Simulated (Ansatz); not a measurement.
Basis-set extrapolation for `Cc1ccc(C)nc1` (PBE0-D4/def2-TZVP geometry, frozen core, the Gaussian-basis code of Ansatz). Multiplicity 1, RHF reference.

```tsv
	def2-TZVPP	def2-QZVPP
HF	-324.890245	-324.904197
MP2 correlation	-1.332151	-1.417058
CCSD(T) correlation	-1.437265	not run
```

Energies in hartree. Use E(X) = E(∞) + A·exp(−7.88·√X) for Hartree–Fock and E(X) = E(∞) + B·X^(−2.97) for correlation, with X = 3 and 4, and add CCSD(T) minus MP2 of the smaller set to the MP2 limit.

Problem. What is the CCSD(T) energy at the basis-set limit?

Solution. HF limit: -324.904197 + (-0.013952) × 0.13774 = -324.90612. MP2 limit: -1.417058 + (-0.084907) × 0.74074 = -1.47995. Higher-order term: -1.437265 − (-1.332151) = -0.10511. Total: -326.49118 hartree, 429.7 kJ/mol below CCSD(T)/def2-TZVPP.
